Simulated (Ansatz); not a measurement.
Input for Ansatz (a first-principles code): U-CCSD(T)/def2-SVP on SnS, a point of a bond scan (R = 3.001 Å). Elements past Kr take the def2 small-core potentials; no spin–orbit coupling. The run froze 14 orbitals, filled d shells among them.

Ansatz 0.2 input:
```yaml
crystal:
  periodic: [false, false, false]
  atoms:
    - {symbol: Sn, position_ang: [-0.00000000, -0.00000000, -0.53883850]}
    - {symbol: S, position_ang: [0.00000000, 0.00000000, 2.46181841]}
basis:
  gaussian:
    orbitals: def2-SVP
correlation: {method: ccsd_t, electrons: outside_noble_gas}
scf: {omitted_lower_state_checks: [cluster_reference]}
magnetization: {spin_polarized: true, initial_magnetization: 0}
```

Output:

```
WARN ansatz: RAYON_NUM_THREADS=1 ignored (pool sized by the plan → 1); use --threads N
Functional definition: HF
these checks for a lower state are left out or cut short: cluster_reference
integrals: 0.02 GiB planned
500 factors; integrals over basis functions are off by at most 3.0e-4 eV
mean field: 0.11 GiB planned
mean field evaluation 1: about -16610.0470 eV, gradient 2.3e1 eV
mean field evaluation 2: about -16610.0487 eV, gradient 2.3e1 eV
mean field evaluation 4: about -16616.7182 eV, gradient 4.0e0 eV
mean field evaluation 8: about -16617.0644 eV, gradient 6.6e-1 eV
mean field evaluation 16: about -16617.0897 eV, gradient 1.8e-6 eV
mean field evaluation 32: about -16617.9422 eV, gradient 9.6e-1 eV
mean field evaluation 64: about -16618.4368 eV, gradient 1.2e0 eV
mean field evaluation 96: about -16618.6024 eV, gradient 1.3e-6 eV
mean field evaluation 128: about -16618.8484 eV, gradient 7.9e-3 eV
mean field evaluation 160: about -16618.8484 eV, gradient 4.9e-5 eV
mean field evaluation 192: about -16618.7740 eV, gradient 8.4e-1 eV
mean field evaluation 224: about -16618.6899 eV, gradient 1.0e0 eV
mean field evaluation 256: about -16618.4518 eV, gradient 2.1e0 eV
mean field evaluation 288: about -16618.5390 eV, gradient 1.6e0 eV
mean field -16618.84835996 eV, -610.7314125686 hartree, gradient 1.7e-6 eV, S^2 1.198805; 23 other end points of the search recorded, 0 dependent functions left out
14 core orbitals not correlated
reference -16618.84835996 eV, -610.7314125686 hartree; 5, 5 occupied and 25, 25 virtual orbitals, 500 factors
second order -3.84246036 eV of doubles, -0.00000000 eV of singles
coupled cluster: 0.08 GiB planned
cycle   1  -4.41791501 eV  change   -5.8e-1 eV  update   9.4e-2
cycle   2  -4.68179060 eV  change   -2.6e-1 eV  update   4.7e-2
cycle   3  -4.76660875 eV  change   -8.5e-2 eV  update   3.9e-2
cycle   4  -4.80864165 eV  change   -4.2e-2 eV  update   2.8e-2
cycle   5  -4.83628048 eV  change   -2.8e-2 eV  update   1.9e-2
cycle   6  -4.85486879 eV  change   -1.9e-2 eV  update   1.3e-2
cycle   7  -4.87430644 eV  change   -1.9e-2 eV  update   9.6e-3
cycle   8  -4.88612443 eV  change   -1.2e-2 eV  update   6.1e-3
cycle   9  -4.89166843 eV  change   -5.5e-3 eV  update   3.3e-3
cycle  10  -4.89299649 eV  change   -1.3e-3 eV  update   1.5e-3
cycle  11  -4.89402336 eV  change   -1.0e-3 eV  update   9.5e-4
cycle  12  -4.89407137 eV  change   -4.8e-5 eV  update   6.4e-4
cycle  13  -4.89434515 eV  change   -2.7e-4 eV  update   4.5e-4
cycle  14  -4.89441551 eV  change   -7.0e-5 eV  update   2.2e-4
cycle  15  -4.89450284 eV  change   -8.7e-5 eV  update   1.1e-4
cycle  16  -4.89460978 eV  change   -1.1e-4 eV  update   5.8e-5
cycle  17  -4.89461966 eV  change   -9.9e-6 eV  update   3.4e-5
cycle  18  -4.89459890 eV  change    2.1e-5 eV  update   2.1e-5
cycle  19  -4.89456666 eV  change    3.2e-5 eV  update   1.4e-5
cycle  20  -4.89454954 eV  change    1.7e-5 eV  update   7.2e-6
cycle  21  -4.89454495 eV  change    4.6e-6 eV  update   4.0e-6
coupled cluster: 0.08 GiB planned
perturbative correction -0.28153858 eV, -0.0103463520 hartree
WARN: the results are in doubt because among natural orbitals full CI differs from the method by -0.093 eV
Total energy: -16624.02444349 eV, -610.9216301297 hartree
In doubt: among natural orbitals full CI differs from the method by -0.093 eV
Checks for a lower state left out: cluster_reference
```

Self-consistency was reached. Its determinant has ⟨S²⟩ = 1.20, a mixture of spin states.

Warnings raised: large difference.

Cost: about 4 core-seconds (a rough figure).
